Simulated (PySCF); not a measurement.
## Electron correlation in Ge²⁺ (germanium, charge +2)

[Ar] 3d10 4s1 5s1, high-spin 3S determinant (an excited configuration). Calculation: PySCF 2.14, in aug-cc-pVQZ-PP with ECP10MDF; scalar relativity through the core potential. Frozen: 3s2 3p6 3d10; 2 electrons correlated.

With two correlated electrons CCSD is exact within the correlated space (frozen core and kept virtual orbitals).

```csv
level,correlation energy (mhartree)
CCSD,-7.49
```

Diagnostics: T1 = 0.0065, D1 = 0.0130, largest double amplitude 0.055.

The outer electron is Rydberg-like, and this basis confines it to a smaller radius and binds it less than a complete one would.

Cost of the coupled-cluster step: about 6 core-seconds, for 2 correlated electrons.
